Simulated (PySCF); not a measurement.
# TiH₄: from structure and modes to constants

Computed with BP86/[Ti def2-TZVP, H def2-TZVP], no relativity, density fitting, PySCF.

The singlet minimum has Td symmetry. Masses (u): Ti 47.94795, H 1.00782.

```xyz
5
charge 0 multiplicity 1, angstrom
Ti    0.0000    0.0000    0.0000
H     0.9869    0.9869    0.9869
H     0.9869   -0.9869   -0.9869
H    -0.9869   -0.9869    0.9869
H    -0.9869    0.9869   -0.9869
```

Harmonic wavenumbers (cm⁻¹): 517.3 (t2, ×3), 575.8 (e, ×2), 1685.0 (t2, ×3), 1725.9 (a1, ×1).

Problem. Find the principal moments of inertia and the rotational constants. What kind of rotor is it?

Solution. About the centre of mass I = 7.8521, 7.8521, 7.8521 u Å². With B = 16.8576/I this gives 2.147, 2.147, 2.147 cm⁻¹. The molecule is a spherical top.

Problem. What is the harmonic zero-point energy?

Solution. Half the sum of all 9 wavenumbers, 9484/2 = 4742 cm⁻¹, which is 56.7 kJ/mol (1 cm⁻¹ = 0.0119627 kJ/mol).

Problem. Find the vibrational entropy and heat capacity at 298.15 K.

Solution. With u = 1.43878 ω/T, each mode gives S = R[u/(eᵘ−1) − ln(1−e⁻ᵘ)] and C = R u² eᵘ/(eᵘ−1)².
| ω (cm⁻¹) | u | S (J/(mol K)) | C (J/(mol K)) |
| --- | --- | --- | --- |
| 517.3 (×3) | 2.496 | 2.58 | 5.07 |
| 575.8 (×2) | 2.779 | 2.06 | 4.53 |
| 1685.0 (×3) | 8.131 | 0.02 | 0.16 |
| 1725.9 | 8.329 | 0.02 | 0.14 |
The sums over all modes are S = 11.9 and C = 24.9 J/(mol K); the softest mode gives 22 % of the entropy (each member, where degenerate).

Problem. Give the standard entropy (298.15 K, 1 bar) by its translational, rotational, vibrational and spin parts, and Cp.

Solution. Sackur–Tetrode with M = 51.98 u gives 158.1; rotation with symmetry number 12 gives 53.6; vibration 11.9; spin R ln 1 = 0.0. The total is 223.6 J/(mol K), and Cp = 4 R + 24.9 = 58.2 J/(mol K).

This need not be the most stable arrangement of these atoms.
